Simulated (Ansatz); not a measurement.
Cl5Ta, singlet, geometry from GFN2-xTB of the parent state (such geometries of metal compounds can be far from the true shape) (the multiplicity is a formal guess) (core potentials on Ta); Ansatz (an electronic-structure program) with R2SCAN/def2-SVP.

The Ansatz input:
Ansatz 0.2 input:
```yaml
crystal:
  periodic: [false, false, false]
  atoms:
    - {symbol: Ta, position_ang: [-0.14669196, 0.07679948, -0.00835459]}
    - {symbol: Cl, position_ang: [1.88890779, -0.82626700, 1.17151376]}
    - {symbol: Cl, position_ang: [-1.41439226, 0.47835746, -1.79518920]}
    - {symbol: Cl, position_ang: [0.20010152, 2.10149858, 0.79043870]}
    - {symbol: Cl, position_ang: [1.45554017, -0.99023318, -1.40972975]}
    - {symbol: Cl, position_ang: [-1.50024469, -1.09314185, 1.27884206]}
basis:
  gaussian:
    orbitals: def2-SVP
hamiltonian:
  xc: r2scan
```

It wrote (shortened):

```
Functional definition: r2SCAN
1279 factors; their error is unknown
mean field evaluation 1: about -64147.7292 eV, gradient 2.6e1 eV
mean field evaluation 2: about -64011.3127 eV, gradient 2.1e2 eV
mean field evaluation 4: about -64149.3305 eV, gradient 1.1e1 eV
mean field evaluation 8: about -64149.7344 eV, gradient 3.4e-2 eV
mean field evaluation 16: about -64149.6418 eV, gradient 6.6e-5 eV
mean field -64149.64177954 eV, -2357.4558532091 hartree, gradient 6.6e-5 eV, S^2 0.000000; 0 other end points of the search recorded, 0 dependent functions left out
reference -64149.64179928 eV, -2357.4558539348 hartree; 49, 49 occupied and 73, 73 virtual orbitals, 1279 factors
Total energy: -64149.64179928 eV, -2357.4558539348 hartree
```
